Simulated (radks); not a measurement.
Results of a calculation; reference values are marked as such.
Q: Mo3+, 39 electrons, occupied as [Kr] 4d3 (the NIST ground configuration). Level of theory: Dirac Kohn-Sham, PBEsol, spin-unpolarised, spherical densities, finite nucleus; open shells fill j = l - 1/2 first; Fermi nuclear charge, rms radius 4.4091 fm (a radial shooting solver on a logarithmic mesh with Libxc functionals).

Spin-orbit splittings of the eigenvalues, e(l+1/2) - e(l-1/2), with zeta = 2 splitting/(2l+1) and mean radii in bohr:

shell  occ.  splitting (eV)  zeta (eV)  <r> j=l-1/2  <r> j=l+1/2
2p        6           106.5      70.97       0.1308       0.1354
3p        6           17.54      11.69       0.4235       0.4341
3d       10               ?          ?       0.4132       0.4167
4p        6           2.593      1.729        1.193        1.221
4d        3          0.2881     0.1152        1.600        1.612

Estimate the 3d splitting.

A: 3.323 eV (zeta = 1.329 eV).
